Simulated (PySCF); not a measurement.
Br3FSi (SMILES F[Si](Br)(Br)Br), singlet, at a GFN2-xTB geometry, atoms displaced at random by about 0.03 Å a coordinate.

Input for PySCF:
```python
from pyscf import gto, scf, dft

mol = gto.Mole()
mol.atom = '''
    F     0.04430575    0.02525961    1.99522978
    Si   -0.00529361    0.00570008    0.40931616
    Br    1.95360004   -0.71830257   -0.21475364
    Br   -0.36581827    2.04301744   -0.22017528
    Br   -1.57997410   -1.33670039   -0.18544295
'''
mol.basis = 'sto-3g'
mol.verbose = 4
mol.build()

mf = dft.RKS(mol)
mf.xc = 'tpss'
mf.kernel()
g = mf.nuc_grad_method()
grad = g.kernel()
```

Question: Estimate the HOMO energy that TPSS/STO-3G, gradient run with PySCF returns for this input.

Answer: -4.56 eV

Question: What is the computed HOMO-LUMO gap (TPSS/STO-3G, gradient)?

Answer: 6.12 eV

Question: Give the nuclear repulsion energy at the level TPSS/STO-3G, gradient.

Answer: 1107.5114 Eh

Question: Give the dipole moment at the level TPSS/STO-3G, gradient.

Answer: 0.76 D
